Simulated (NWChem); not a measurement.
System: silylphosphine (SiPH$_{5}$); SMILES [SiH3]P

NWChem printed, in part:

```
             Northwest Computational Chemistry Package (NWChem) 7.3.0
             --------------------------------------------------------

                             Geometry "geometry" -> ""
                             -------------------------

 Output coordinates in angstroms (scale by  1.889725989 to convert to a.u.)

  No.       Tag          Charge          X              Y              Z
 ---- ---------------- ---------- -------------- -------------- --------------
    1 Si                  14.0000    -0.00006000     1.08572700    -0.02207400
    2 P                   15.0000     0.00006100    -1.19214700    -0.09096300
    3 H                    1.0000    -1.21092300     1.56929100    -0.73673500
    4 H                    1.0000     1.20647800     1.56961200    -0.74380000
    5 H                    1.0000     0.00387800     1.65654700     1.35253400
    6 H                    1.0000    -1.03673600    -1.34992800     0.87474900
    7 H                    1.0000     1.04279500    -1.34960400     0.86839000

 Effective nuclear repulsion energy (a.u.)      89.5967322619

                                 NWChem DFT Module
                                 -----------------

 Summary of "ao basis" -> "ao basis" (spherical)
 ------------------------------------------------------------------------------
       Tag                 Description            Shells   Functions and Types
 ---------------- ------------------------------  ------  ---------------------
 Si                          6-31g*                  8       18   4s3p1d
 P                           6-31g*                  8       18   4s3p1d
 H                           6-31g*                  2        2   2s

 in cosmo_initialize ...
 calling solv_data for solv:h2o

 solvent parameters
 solvname_short: h2o
 solvname_long:  water
 dielec:       78.4000
 dielecinf:     1.7769
 aqueous SMD model solvent descriptors
 dielec:       78.4000
 sola:          0.8200

          ---------------
          -cosmo- solvent
          ---------------
 Cosmo: York-Karplus, doi: 10.1021/jp992097l
 dielectric constant -eps-     =  78.40
 screen = (eps-1)/(eps    )    =   0.98724
 surface charge correction     = lagrangian

   van der Waals surface
 --------------------------

 ---------- ATOMIC COORDINATES (A.U.) ------------ VDWR(ANG.) --
     1   -0.00011338    2.05172653   -0.04171381     2.470
     2    0.00011527   -2.25283117   -0.17189515     2.120
     3   -2.28831266    2.96552999   -1.39222728     1.200
     4    2.27991283    2.96613659   -1.40557819     1.200
     5    0.00732836    3.13041992    2.55591865     1.200
     6   -1.95914696   -2.55099402    1.65303592     1.200
     7    1.97059681   -2.55038175    1.64101915     1.200
 number of segments per atom =        128
 number of   points per atom =        128
 atom (   nspa,  nppa )
 ----------------------
    1 (     95,     0 )       0
    2 (     76,     0 )       0
    3 (     32,     0 )       0
    4 (     32,     0 )       0
    5 (     34,     0 )       0
    6 (     52,     0 )       0
    7 (     52,     0 )       0
 number of -cosmo- surface points =      373
 molecular surface =    107.033 angstrom**2
 molecular volume  =     91.736 angstrom**3
 -lineq- algorithm             =   0
 -bem- low  level              =   3
 -bem- from -octahedral-
 gaussian surface charge width =   4.50000
 degree of switching           =   1.00000
 switching function tolerance  =   0.00010
 atomic radii =
 --------------
    1 14.000  2.470
    2 15.000  2.120
    3  1.000  1.200
    4  1.000  1.200
    5  1.000  1.200
    6  1.000  1.200
    7  1.000  1.200
 ...... end of -cosmo- initialization ......

 nat:                     7
 ixmem:                  2814
 calling mnsol_interface()
 G(SMD-CDS) energy (kcal/mol)  =     2.975
 SMD-CDS SASA (angstrom**2)    =   122.620

[...]

                                COSMO-SMD solvation results
                                ---------------------------

             internal energy in gas <Psi(g)|H|Psi(g)> =      -633.840499987544
         internal energy in solvent <Psi(s)|H|Psi(s)> =      -633.839940777647
                               delta internal energy  =         0.000559209897 (    0.35 kcal/mol)
   total free energy in solvent <Psi(s)|H+V/2|Psi(s)> =      -633.843170130582
 polarization energy contribution <Psi(s)|V/2|Psi(s)> =        -0.003229352935 (   -2.03 kcal/mol)
    total free energy in solvent including G(SMD-CDS) =      -633.838429831785
                       G(SMD-CDS) energy contribution =         0.004740298796 (    2.97 kcal/mol)
     1 M fixed-concentration free energy of solvation =         0.002070155759 (    1.30 kcal/mol)

                       DFT Final Molecular Orbital Analysis
                       ------------------------------------

 Vector   15  Occ=2.000000D+00  E=-3.489951D-01
              MO Center= -8.7D-04,  9.8D-01, -3.5D-01, r^2= 3.3D+00
   Bfn.  Coefficient  Atom+Function         Bfn.  Coefficient  Atom+Function
  ----- ------------  ---------------      ----- ------------  ---------------
     7      0.369073  1 Si px                38     -0.255923  3 H  s
    40      0.255975  4 H  s                 37     -0.227688  3 H  s
    39      0.227727  4 H  s                 25     -0.186552  2 P  px
     3     -0.153884  1 Si px                44      0.126956  6 H  s
    46     -0.126936  7 H  s                 43      0.108642  6 H  s

 Vector   16  Occ=2.000000D+00  E=-3.272037D-01
              MO Center= -1.3D-04,  3.0D-03, -8.0D-02, r^2= 3.3D+00
   Bfn.  Coefficient  Atom+Function         Bfn.  Coefficient  Atom+Function
  ----- ------------  ---------------      ----- ------------  ---------------
    26     -0.326315  2 P  py                 8      0.301022  1 Si py
    27      0.274248  2 P  pz                 9     -0.172481  1 Si pz
    38      0.158090  3 H  s                 40      0.158039  4 H  s
    44      0.147806  6 H  s                 46      0.147823  7 H  s
    37      0.134044  3 H  s                 39      0.133996  4 H  s

 Vector   17  Occ=2.000000D+00  E=-2.683711D-01
              MO Center= -2.0D-04, -1.0D+00, -1.7D-01, r^2= 2.7D+00
   Bfn.  Coefficient  Atom+Function         Bfn.  Coefficient  Atom+Function
  ----- ------------  ---------------      ----- ------------  ---------------
    27      0.382318  2 P  pz                26      0.358341  2 P  py
    24     -0.255517  2 P  s                 31      0.250258  2 P  pz
    28     -0.242516  2 P  s                  8     -0.228030  1 Si py
    30      0.216765  2 P  py                42     -0.161994  5 H  s
    23     -0.150158  2 P  pz                22     -0.139788  2 P  py

 Vector   18  Occ=0.000000D+00  E= 7.586180D-03
              MO Center=  2.4D-04,  3.9D-01,  4.9D-02, r^2= 5.7D+00
   Bfn.  Coefficient  Atom+Function         Bfn.  Coefficient  Atom+Function
  ----- ------------  ---------------      ----- ------------  ---------------
    12      1.200447  1 Si py                30      0.996101  2 P  py
    28      0.926075  2 P  s                 10     -0.847092  1 Si s
     8      0.342809  1 Si py                26      0.328249  2 P  py
     6     -0.265368  1 Si s                 13     -0.164671  1 Si pz
    24      0.165363  2 P  s                 42      0.151826  5 H  s

 Vector   19  Occ=0.000000D+00  E= 2.624914D-02
              MO Center=  6.7D-05, -9.6D-01, -6.8D-02, r^2= 3.5D+00
   Bfn.  Coefficient  Atom+Function         Bfn.  Coefficient  Atom+Function
  ----- ------------  ---------------      ----- ------------  ---------------
    29      0.997698  2 P  px                44      0.860677  6 H  s
    46     -0.860488  7 H  s                 25      0.366379  2 P  px
    38      0.247778  3 H  s                 40     -0.247976  4 H  s
    43      0.174336  6 H  s                 45     -0.174306  7 H  s
    11      0.168274  1 Si px                21     -0.130538  2 P  px

 Vector   20  Occ=0.000000D+00  E= 4.616964D-02
              MO Center= -9.2D-05, -1.7D-02, -1.0D-01, r^2= 5.0D+00
   Bfn.  Coefficient  Atom+Function         Bfn.  Coefficient  Atom+Function
  ----- ------------  ---------------      ----- ------------  ---------------
    28      1.405391  2 P  s                 44     -0.845979  6 H  s
    46     -0.846239  7 H  s                 12      0.757963  1 Si py
    42     -0.747482  5 H  s                 31      0.659144  2 P  pz
    13      0.597865  1 Si pz                10     -0.519257  1 Si s
     6      0.477654  1 Si s                 24      0.251986  2 P  s

     Multipole analysis of the density
     ---------------------------------

     L   x y z        total         alpha         beta         nuclear
     -   - - -        -----         -----         ----         -------
     0   0 0 0     -0.000000    -17.000000    -17.000000     34.000000

     1   1 0 0      0.001387     -0.004566     -0.004566      0.010520
     1   0 1 0      0.197061      0.652323      0.652323     -1.107585
     1   0 0 1      0.477915      0.294084      0.294084     -0.110252

     2   2 0 0    -21.427372    -19.791656    -19.791656     18.155940
     2   1 1 0     -0.004856      0.015442      0.015442     -0.035740
     2   1 0 1     -0.003974      0.000512      0.000512     -0.004998
     2   0 2 0    -23.716290    -99.591519    -99.591519    175.466749
     2   0 1 1     -1.692695      1.197789      1.197789     -4.088274
     2   0 0 2    -22.879927    -19.609823    -19.609823     16.339718
```

Level: B3LYP/6-31G* (spherical d), SMD on the gas-phase geometry. All runs use the structure optimised with B3LYP/6-31G* (spherical d). B3LYP is NWChem's, with the RPA form of VWN correlation. Solvent: water.

Question: Reconstruct the input file.

Answer: This is not unique; one that fits is the input that was run:
```
start job
memory heap 200 mb stack 900 mb global 1100 mb
geometry units angstroms noautosym nocenter noautoz
  Si    -0.000060     1.085727    -0.022074
  P      0.000061    -1.192147    -0.090963
  H     -1.210923     1.569291    -0.736735
  H      1.206478     1.569612    -0.743800
  H      0.003878     1.656547     1.352534
  H     -1.036736    -1.349928     0.874749
  H      1.042795    -1.349604     0.868390
end
basis spherical
  * library 6-31g*
end
dft
  xc b3lyp
  iterations 150
end
cosmo
  do_cosmo_smd true
  solvent water
end
task dft energy
```
